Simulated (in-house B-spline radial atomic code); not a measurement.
A run on neutral erbium (an excited or competing configuration) that did not converge. Method: scalar-relativistic (X2C) wB97X, spin-polarised, spherical fractional occupations, Fermi nucleus of rms radius 5.2516 fm; computed with a B-spline radial code for spherical atoms.

Command:
```bash
python run_scf.py task.json out
```
Settings (nuclear radius in fm, mass in u):
```
Z                68
configuration    [Kr] 4d10 4f12 5s2 5p5 5f1 6s2
hamiltonian      x2c
method           wb97x
spin_polarised   True
nucleus          fermi
rms_radius       5.2516
atomic_mass      165.9303
speed_of_light   137.035999084
```

First and last ten iterations of the last attempt (damped for 15 steps, keeping 80 % of the old Fock matrix, then DIIS):
```
 iter        energy (Eh)    residual
    1      -13084.402622    5.06e-01
    2      -13084.916394    1.43e-01
    3      -13085.148931    7.12e-02
    4      -13085.196325    4.34e-02
    5      -13085.209812    2.92e-02
    6      -13085.215553    2.05e-02
    7      -13085.218607    1.47e-02
    8      -13085.220005    1.07e-02
    9      -13085.221286    7.80e-03
   10      -13085.221494    5.73e-03
  111      -13085.223416    6.59e-04
  112      -13085.223475    1.20e-03
  113      -13085.223485    1.26e-03
  114      -13085.223291    1.22e-03
  115      -13085.223196    9.81e-04
  116      -13085.222757    1.14e-03
  117      -13085.223195    1.73e-03
  118      -13085.222509    1.66e-03
  119      -13085.223365    1.71e-03
  120      -13085.223381    1.30e-03
 not converged after 120 iterations
```

The smallest residual met was 5.0e-04; the threshold is about 7e-07. No energy from this run should be used. Cost of the run: 48 s on 1 thread of Arm Neoverse V2, with other jobs on the host.
